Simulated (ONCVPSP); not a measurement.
**u(r) = r·R(r): atom against pseudo-atom (carbon)**

Columns: radius, all-electron u(r) and pseudo u(r) of the 2p shell (level -5.42 eV) of carbon in the configuration [He] 2s2 2p2; LDA (Perdew-Wang 92), scalar-relativistic, ONCV scheme, ONCVPSP 4.0.1.

```tsv
r (bohr)	all-electron	pseudo
0.143	0.0868	0.0261
0.285	0.2407	0.0995
0.428	0.3903	0.2101
0.570	0.5107	0.3402
0.713	0.5998	0.4736
0.855	0.6586	0.5922
0.998	0.6924	0.6851
1.140	0.7059	0.7444
1.283	0.7041	0.7702
1.425	0.6911	0.7663
1.568	0.6699	0.7400
1.710	0.6435	0.6998
1.853	0.6135	0.6529
1.995	0.5816	0.6057
2.138	0.5486	0.5610
2.280	0.5157	0.5208
2.423	0.4829	0.4844
2.565	0.4512	0.4515
2.708	0.4204	0.4204
2.850	0.3911	0.3911
2.992	0.3632	0.3632
3.135	0.3366	0.3366
3.278	0.3115	0.3115
3.420	0.2880	0.2880
3.563	0.2659	0.2659
3.705	0.2454	0.2454
```

Q: How many radial nodes do the two functions have?

A: The all-electron 2p function has n − l − 1 = 0; the pseudo-wave has 0.

Q: At about which radius was the pseudo-wave matched?

A: 2.80 bohr. The columns agree to 0.0005 from 2.56 bohr on; several derivatives are matched, so the curves merge somewhat inside the radius.

Q: Is the pseudo-wave norm-conserving?

A: Yes: the ONCV scheme keeps the norm inside the radius equal to the all-electron one, which fixes the energy derivative of the logarithmic derivative at the level.
